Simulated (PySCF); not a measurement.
# What a mistake does to a calculation on Al2FH2N

These are calculations, not measurements. The program is PySCF 2.14.0, an open-source quantum chemistry code, run on an isolated molecule that a program drew, which may never have been made. The molecule is Al2FH2N (charge 0, singlet), drawn as the SMILES string `[F][Al]=[N][AlH2]`.

Each row is a Hartree-Fock (HF) and frozen-core CCSD(T) single point in the cc-pV(D+d)Z basis, meant for a local HF minimum. Run 1 is clean. Each other run has one planted mistake out of seven kinds, and not every kind appears here: one electron removed, one electron added, multiplicity raised by two, geometry at a saddle point, minimal basis STO-3G, one bond length entered in bohr, all coordinates scaled. The reference is restricted for singlets and unrestricted otherwise, and also for a bond in bohr. Adding or removing an electron swaps singlet and doublet. Electrons count all cores. HOMO and LUMO are orbital energies over both spins, the gradient is its largest component, and the lowest frequency (negative if imaginary) is given only where the gradient is small. Bond lengths are over the 5 bonds as drawn. T1 is the CCSD diagnostic: over 0.02 (restricted) or 0.045 (unrestricted) a single reference is doubtful.

Geometry of the clean run:
```xyz
6
Al2FH2N, angstrom
F    -1.6007   -2.0865   -1.1661
Al   -0.6955   -1.6523    0.1221
N     0.2036   -1.2212    1.4017
Al    1.1730   -0.7552    2.7819
H     0.7116    0.4172    3.7477
H     2.5412   -1.4917    3.1071
```

| run | electrons | basis functions | <S^2> | HOMO (eV) | LUMO (eV) | gradient (hartree/bohr) | lowest frequency (cm^-1) | mean bond (Å) | longest bond (Å) | T1 | HF (hartree) | CCSD(T) (hartree) | mistake |
|---|---|---|---|---|---|---|---|---|---|---|---|---|---|
| 1 | 44 | 84 | 0.000 | -9.57 | 0.55 | 2.0e-06 | 28 | 1.6360 | 1.750 | 0.0190 | -638.94882 | -639.45943 | no fault |
| 2 | 44 | 84 | 0.970 | -9.06 | -0.79 | 1.3e-02 | - | 1.9267 | 3.086 | 0.0430 | -638.79491 | -639.26814 | one bond length entered in bohr |
| 3 | 43 | 84 | 0.760 | -15.60 | -6.19 | 7.3e-02 | - | 1.6360 | 1.750 | 0.0356 | -638.67425 | -639.13716 | ? |
| 4 | 44 | 84 | 2.010 | -6.48 | 0.09 | 7.7e-02 | - | 1.6360 | 1.750 | 0.0206 | -638.89290 | -639.36358 | ? |

**Which mistake was planted in run 3, and what did it cost?**

It counts 43 electrons, one fewer than the clean run, at the same geometry and basis. So the mistake is: one electron removed. Subtracting run 1 and multiplying by 627.51 kcal/mol a hartree, the energy moved by 172.3 kcal/mol in HF and 202.2 kcal/mol in CCSD(T).

**Which mistake was planted in run 4, and what did it cost?**

Electrons, basis and geometry are unchanged, and <S^2> is 2.010, beside S(S+1) = 2.00 for a multiplicity of 3. So the mistake is: multiplicity raised by two. Subtracting run 1 and multiplying by 627.51 kcal/mol a hartree, the energy moved by 35.1 kcal/mol in HF and 60.1 kcal/mol in CCSD(T).

